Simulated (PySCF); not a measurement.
CH3O2, charge +1, singlet, geometry from GFN2-xTB. Base run: PySCF with PBE0/6-31+G*, TDA.

The PySCF input:
```python
from pyscf import gto, scf, dft, tdscf

mol = gto.M(
    atom='''
O    -0.996704   -0.486791   -0.020502
C     0.162609    0.529378   -0.007031
O     1.224370    0.115755    0.112384
H    -0.703626   -1.428893   -0.052034
H    -0.301851    1.512574   -0.077054
H    -1.791505   -0.291660   -0.563782
''',
    basis='6-31+g*',
    charge=1,
    spin=0,
    verbose=4,
)

mf = dft.RKS(mol)
mf.xc = 'pbe0'
mf.kernel()
td = mf.TDA()
td.nstates = 5
td.kernel()
td.analyze()
```

The base run was repeated with changes; each row names its change, and settings that it needs were set with it.

```
change                  first excitation (eV)  oscillator strength of the first  second (eV)  core-seconds (rough)
----------------------  ---------------------  --------------------------------  -----------  --------------------
base                                     6.48                             0.002         8.88                    10
basis = 6-31G                            6.38                             0.004         8.97                     6
functional = pbe                         6.43                             0.002         8.02                    10
nstates = 15                             6.48                             0.002         8.88                    20
functional = blyp                        6.40                             0.002         7.86                    10
functional = camb3lyp                    6.42                             0.002         8.98                    20
functional = bhandhlyp                   6.53                             0.002         9.36                    10
functional = b3lyp                       6.44                             0.002         8.59                    10
nstates = 10                             6.48                             0.002         8.88                    10
functional = m062x                       6.14                             0.002         9.21                    40
```

An iterative solver can miss low states, so a row lists the states that it found.
